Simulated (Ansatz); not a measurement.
Input for Ansatz (a program for electronic structure): R-CCSD(T)/aug-cc-pVTZ on AsBH6 (a complex), monomers drawn apart or pushed together. The run froze 15 orbitals, filled d shells among them.

Ansatz 0.2 input:
```yaml
crystal:
  periodic: [false, false, false]
  atoms:
    - {symbol: B, position_ang: [-0.00516141, -0.05976899, 0.62956386]}
    - {symbol: H, position_ang: [-0.86617620, 0.77755847, 0.57872414]}
    - {symbol: H, position_ang: [-0.35291625, -1.18244247, 0.37704423]}
    - {symbol: H, position_ang: [1.06645547, 0.26575107, 0.19284969]}
    - {symbol: As, position_ang: [0.43197203, -0.18928641, 2.99042222]}
    - {symbol: H, position_ang: [-0.69008733, -0.57918512, 3.92221960]}
    - {symbol: H, position_ang: [0.90466133, 1.04687513, 3.71689539]}
    - {symbol: H, position_ang: [1.48033147, -1.15451386, 3.48900372]}
basis:
  gaussian:
    orbitals: aug-cc-pVTZ
magnetization: {spin_polarized: false}
correlation: {method: ccsd_t, electrons: outside_noble_gas}
scf: {lower_state_search: off}
```

Question: Predict the final total energy.

Answer: -2262.7259 hartree (reference determinant -2262.3802, T1 diagnostic 0.011).

Question: How many basis functions does it have, and what does it roughly cost on one machine?

Answer: 243 functions; roughly 90 core-seconds.
